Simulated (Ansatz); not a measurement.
```yaml
crystal:
  periodic: [false, false, false]
  atoms:
    - {symbol: O, position_ang: [0.718757, 1.066090, 0.264369]}
    - {symbol: Al, position_ang: [0.094680, -0.425883, -0.175342]}
    - {symbol: F, position_ang: [1.121104, -1.548272, -0.773976]}
    - {symbol: Br, position_ang: [-2.069359, -0.939604, 0.022153]}
    - {symbol: H, position_ang: [0.184720, 1.773870, 0.621396]}
basis:
  gaussian: {orbitals: def2-TZVP, point_charges: [{charge: 2.00, position_ang: [5.685, -0.444, -0.443]}]}
total_charge: 2
magnetization: {spin_polarized: true, initial_magnetization: 0}
hamiltonian: {xc: {name: wPBEh}}
accuracy: high
output: {forces: true}
```

```sh
$ ansatz run in.yaml --threads 2 --pin off --events-out ev --progress --plain --max-ram 22528MiB --backend cpu
```

Shortened log:

```
Functional definition: wPBEh
2393 factors; integrals over basis functions are off by at most 6.7e-9 eV
97 factors; integrals over basis functions are off by at most 1.2e-9 eV
mean field evaluation 1: about -81340.1168 eV, gradient 1.0e2 eV
mean field evaluation 2: about -80800.4408 eV, gradient 2.6e2 eV
mean field evaluation 4: about -81327.2035 eV, gradient 8.7e1 eV
mean field evaluation 8: about -81368.6533 eV, gradient 3.5e1 eV
mean field evaluation 16: about -81376.3984 eV, gradient 8.3e-1 eV
mean field evaluation 32: about -81377.9846 eV, gradient 2.7e-8 eV
mean field -81377.98459783 eV, -2990.5857739911 hartree, gradient 3.2e-8 eV, S^2 1.007943; 11 other end points of the search recorded, 0 dependent functions left out
reference -81377.98460146 eV, -2990.5857741245 hartree; 32, 32 occupied and 121, 121 virtual orbitals, 2393 factors
Total energy: -81377.98460146 eV, -2990.5857741245 hartree
Atom 0 at     0.718757     1.066090     0.264369 Å, force     1.553726     1.711435     0.412434 eV/Å
Atom 1 at     0.094680    -0.425883    -0.175342 Å, force     0.721625    -4.049169    -1.837522 eV/Å
Atom 2 at     1.121104    -1.548272    -0.773976 Å, force    -0.525338     1.013484     0.555284 eV/Å
Atom 3 at    -2.069359    -0.939604     0.022153 Å, force    -2.302292    -0.578691     0.184893 eV/Å
Atom 4 at     0.184720     1.773870     0.621396 Å, force    -0.674709     2.075281     0.832520 eV/Å
Dipole moment:    -0.367170     1.209787     0.486474 e Å
```

Problem. Something in this input is off. What?

Solution. The charge is far from anything that the molecule holds. Self-consistency was reached. The result belongs to that input, not to the molecule as meant.
